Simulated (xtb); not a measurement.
O2, charge +1, doublet, geometry from GFN2-xTB (a state made from the parent by changing its charge; the spin is typed, not shown lowest), atoms displaced at random by about 0.05 Å a coordinate. Base run: xtb with GFN2-xTB.

xtb was given this input:
```
$ xtb mol.xyz --gfn 2 --chrg 1 --uhf 1 --opt --json

# file mol.xyz
2

O      0.03291378    -0.05412106    -0.53744545
O      0.00865805    -0.06698955     0.56350115
```

The base run was repeated with changes; each row names its change, and settings that it needs were set with it.

```tsv
change	ΔE vs base (kcal/mol)	optimiser steps
base	0.000	3
opt level = loose	0.000	2
opt level = tight	0.000	3
engine = inertial	0.000	-
opt level = crude	0.006	1
opt level = lax	0.000	2
alpb = acetonitrile	-73.5	3
alpb = dmf	-69.4	3
opt level = sloppy	0.000	2
opt level = extreme	0.000	3
```
